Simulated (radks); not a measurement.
Problem. The mean radii <r> (bohr) of the occupied orbitals of an atom or ion are listed with their occupations. Method: Dirac Kohn-Sham, PBE, spin-unpolarised, spherical densities, finite nucleus; Fermi nuclear charge, rms radius of each element as measured or else 0.836 A^(1/3) + 0.57 fm; computed with a radial shooting solver on a logarithmic mesh with Libxc functionals.

| orbital | occ. | <r> |
|---|---|---|
| 1s1/2 | 2 | 0.03185 |
| 2s1/2 | 2 | 0.1379 |
| 2p1/2 | 2 | 0.1170 |
| 2p3/2 | 4 | 0.1220 |
| 3s1/2 | 2 | 0.3759 |
| 3p1/2 | 2 | 0.3672 |
| 3p3/2 | 4 | 0.3776 |
| 3d3/2 | 4 | 0.3488 |
| 3d5/2 | 6 | 0.3521 |
| 4s1/2 | 2 | 0.8335 |
| 4p1/2 | 1 | 0.8569 |

Name the element and its charge. Open shells, if any, fill j = l - 1/2 first.

Solution. Z = 46, palladium, charge +15: Pd15+ in [Ar] 3d10 4s2 4p1. The 1s radius gives Z: for a bare nucleus <r> = (2 gamma + 1)/(2Z) with gamma = sqrt(1 - (Z/c)^2), 0.03135 bohr for Z = 46, and screening makes it slightly larger (0.03185 here). The occupations add up to 31, and the charge is Z minus that.
